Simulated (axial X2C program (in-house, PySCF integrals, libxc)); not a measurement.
What spin–orbit coupling does to SrP⁻

Computed with an in-house all-electron X2C program for linear molecules (integrals from PySCF). Spin-free means the one-electron spin-free X2C Hamiltonian; two-component (2c) means X2C with spin–orbit coupling and atomic mean-field two-electron Coulomb and Gaunt terms, so the difference of the two also holds small scalar two-electron terms. Basis: Sr dyall-acv3z [14s13p9d6f1g], P dyall-av3z [9s8p3d2f] (cores contracted in-house); Gaussian nuclei, density fitting, unrestricted open shells. Masses: Sr 87.906 u, P 30.974 u.

Spin-free state: M_S = 1, Λ = 1 (beyond evenly filled blocks: σα, π+α, π+β, π-α); fragments Sr + P- for PBE0, MP2, CCSD(T), TPSS; Sr- + P for HF.

```json
{"level": "PBE0", "Re (Å)": "2.756", "ωe (cm⁻¹)": "252.9", "De (eV)": "1.694", "μ (D)": "-3.67"}
{"level": "HF", "Re (Å)": "3.026", "ωe (cm⁻¹)": "176.1", "De (eV)": "n/a", "μ (D)": "0.82"}
{"level": "MP2", "Re (Å)": "2.952", "ωe (cm⁻¹)": "194.3", "De (eV)": "1.347", "μ (D)": "n/a"}
{"level": "CCSD(T)", "Re (Å)": "2.933", "ωe (cm⁻¹)": "201.6", "De (eV)": "1.477", "μ (D)": "n/a"}
{"level": "TPSS", "Re (Å)": "2.756", "ωe (cm⁻¹)": "259.6", "De (eV)": "1.802", "μ (D)": "-3.45"}
```

Correlated methods: 8 electrons correlated (number of frozen shells: Sr 4 s, 3 p, 1 d; P 2 s, 1 p), 296 virtual spin orbitals or spinors in MP2, 90 natural virtuals in coupled cluster.

Dipoles are positive if P is the positive end and refer to the centre of mass.

Two-component determinant lowest at the distance of the search:

Ω = 2 (⟨Sz⟩ = 1.00, ⟨Lz⟩ = 1.00 at HF); fragments Sr + P- for PBE0, MP2, CCSD(T), TPSS; Sr- + P for HF.

| level | Re (Å) | ωe (cm⁻¹) | De (eV) | μ (D) |
| --- | --- | --- | --- | --- |
| PBE0 | 2.755 | 253.1 | 1.708 | -3.66 |
| HF | 3.024 | 176.2 | n/a | 0.84 |
| MP2 | 2.951 | 194.3 | 1.350 | n/a |
| CCSD(T) | 2.931 | 202.2 | 1.482 | n/a |
| TPSS | 2.755 | 259.8 | 1.817 | -3.44 |

Task: From the two tables, how do the constants change at the CCSD(T) level (2c against spin-free)?

Result: At the CCSD(T) level Re drops by 0.002 Å and ωe goes up by 0.6 cm⁻¹; De changes by 0.005 eV.

One determinant describes the state; a PBE0 search over occupations chose it and may have missed a lower one. Dissociation energies refer to the lowest single-determinant-based atoms at the same level and basis. De is not given where an atomic determinant may have missed its ground term or J level, or where the truncated virtual space spoils (T). Density functionals use the spin component along the axis (collinear). CCSD and (T) use frozen natural virtuals with an MP2 correction for the truncation; (T) itself is uncorrected, so its De runs slightly low. In 2c an atomic determinant is not the ground J level, so De misses part of the atomic spin–orbit lowering. This holds for PBE0, TPSS. PBE0 can misorder states that lie within some tenths of an eV, so this need not be the ground state of the molecule. The nearest other spin-free determinant of the search, M_S = 0, Λ = 1, lies 0.08 eV up at the distance of the search. The functionals have no current-density term, which raises determinants with orbital currents, atoms included. With several unpaired electrons one determinant need not be a pure state. A state of lower Ω lies just above, and one determinant can place such states too high, so the state shown need not be the lowest. The search has Ω = 1 only 0.08 eV up. The outer-core s and p shells of the metal are frozen in the correlated rows, which leaves out core–valence correlation; for alkali and alkaline-earth bonds that tends to lengthen them. Open-shell Ω = 0 determinants with evenly filled partner blocks cannot be reached by this program, so the Ω shown need not be the lowest component. At some level and bond length an empty orbital lies below a filled one. The highest occupied level of some functionals is positive through self-interaction error; at Hartree–Fock it is bound. The determinant is spin-polarised beyond a pure state at some levels (its spin-free form has ⟨S²⟩ too high), which makes Re and μ there less reliable. The T1 diagnostic is large, a sign of multireference character. With the outer-core shells frozen, correlated bond lengths of heavy atoms tend to come out a few hundredths of an ångström too long.
